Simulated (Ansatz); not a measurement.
Born–Oppenheimer molecular dynamics of F4H3OW (9 atoms, charge 0, multiplicity 2). It starts at the highest image of a converged band, a first-order saddle point between two minima.

These are results of UKS PBE/def2-SVP (Ansatz), not measurements.

| Quantity | Value |
| --- | --- |
| ensemble | NVE (velocity Verlet) |
| time step | 0.5 fs |
| steps asked | 200 |
| starting velocities drawn for | 300 K |
| seed | 5401 |

First frame:

```xyz
9
Properties=species:S:1:pos:R:3
W 0.023 -0.025 -0.005
F 0.344 0.354 1.884
H 1.681 -0.393 0.224
F 0.150 1.858 -0.126
F -1.700 -0.377 0.697
F 0.059 -1.887 -0.256
O 0.142 0.128 -1.873
H 0.368 0.960 -2.334
H -0.670 0.173 2.992
```

(1) How far do the bonds stretch over the last three quarters of this one trajectory? (Pairs bonded in most of those frames.)

Results:

(1) 
| bond | mean (Å) | spread (Å) | shortest | longest |
| --- | --- | --- | --- | --- |
| W1–F2 | 1.877 | 0.028 | 1.84 | 1.92 |
| W1–H3 | 1.711 | 0.013 | 1.69 | 1.73 |
| W1–F4 | 1.895 | 0.015 | 1.87 | 1.92 |
| W1–F5 | 1.886 | 0.025 | 1.85 | 1.93 |
| W1–F6 | 1.879 | 0.024 | 1.84 | 1.92 |
| W1–O7 | 1.883 | 0.004 | 1.88 | 1.90 |
| O7–H8 | 0.983 | 0.024 | 0.95 | 1.02 |

Mean temperature of the second half: 443 K. The conserved energy stayed within 0.11 meV per atom of its start (net change 0.04 meV per atom), so the integration is sound. The kinetic energy rose, since the run started high on the potential surface and went downhill. It ends in pieces (F4H2OW + H), so much of that is their flight and rotation, not heat. A run of 0.1 ps of so small a system gives no equilibrium averages.

Time of the run: 10 min on 4 threads of Arm Neoverse V1 (shared host), peak memory 0.22 GiB.
